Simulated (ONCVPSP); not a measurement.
## What one change does to a pseudopotential (Ir (Z = 77), ONCV)

| Item | Value |
| --- | --- |
| Element | Ir (Z = 77) |
| Generator | ONCVPSP 4.0.1 |
| Type | optimised norm-conserving Vanderbilt (ONCV) |
| Functional | PBE |
| Relativity | fully relativistic |
| Frozen core | [Kr] 4d10 |
| Valence charge | 31 |
| Reference configuration | 4f14 5s2 5p6 5d7 6s2 |
| Partial waves | 5s+6s: rc 1.35 bohr, ncon 3, nbas 7, qcut 7.2 1/bohr, 2 projectors; 5p: rc 1.65 bohr, ncon 3, nbas 7, qcut 7.9 1/bohr, 2 projectors, debl 1.1 Ha; 5d: rc 1.65 bohr, ncon 3, nbas 7, qcut 6.9 1/bohr, 2 projectors, debl 2 Ha; 4f: rc 0.95 bohr, ncon 4, nbas 9, qcut 15.1 1/bohr, 2 projectors, debl 3.8 Ha |
| Local potential | polynomial inside 0.85 bohr (lpopt 5, dvloc0 0 Ha) |
| Core correction | none |

Open shells are filled in proportion to 2j + 1.

In the p channel the program set the typed energies aside and used -1.873, 0.250 Ha (j = l + 1/2; the other j can differ).

Change: scalar-relativistic. In the p channel the program set the typed energies aside and used -2.010, 0.250 Ha.

Cutoffs: the cutoffs (Ha) at which the residual kinetic energy of the hardest occupied pseudo-wave falls to 1 and 0.1 mHa per electron; they do not see the model core or the augmentation charge, which bear on the density cutoff. Errors are all-electron minus pseudo energies relative to the spin-unpolarised reference configuration.

Task: How do hardness, ghosts and transferability respond?

Result: The potential gets neither clearly harder nor softer (266 Ha and 400 Ha → 264 Ha and 400 Ha); both files keep a bound ghost (s); of the 4 tests that both files solve, the error grows in 4 and shrinks in 0 by more than 15 % and 0.3 meV (median size 2.0 → 11.0 meV).

```csv
quantity,base,changed
"cutoff, loose",266 Ha,264 Ha
"cutoff, tight",400 Ha,400 Ha
loose cutoff by channel,"s 23 Ha, p 18 Ha, d 18 Ha, f 266 Ha","s 23 Ha, p 14 Ha, d 18 Ha, f 264 Ha"
bound ghosts,s,s
GHOST(+) flags under 300 eV,"p3/2 at 120.6 eV, p1/2 at 163.4 eV",p at 142.9 eV
"error for 4f14 5s2 5p6 5d7 6s1, meV [ΔE 9.89 → 9.88 eV]",-0.8,-4.4
"error for 4f14 5s2 5p6 5d7 6s0, meV [ΔE 27.36 → 27.35 eV]",-5.0,-15
"error for 4f14 5s2 5p6 5d6 6s0, meV [ΔE 57.90 → 57.89 eV]",-0.9,-17
"error for 4f14 5s2 5p6 5d8 6s1, meV [ΔE -0.35 → -0.33 eV]",-3.0,-7.1
s: phases at 1.37 bohr within 0.05 rad from the reference energy up to (Ha; the scan ends near 5),to the end of the scan,to the end of the scan
```

 A true bound ghost makes a file unfit for plane-wave use even where its test errors are small: the radial tests pick states by their node count and pass the ghost by.
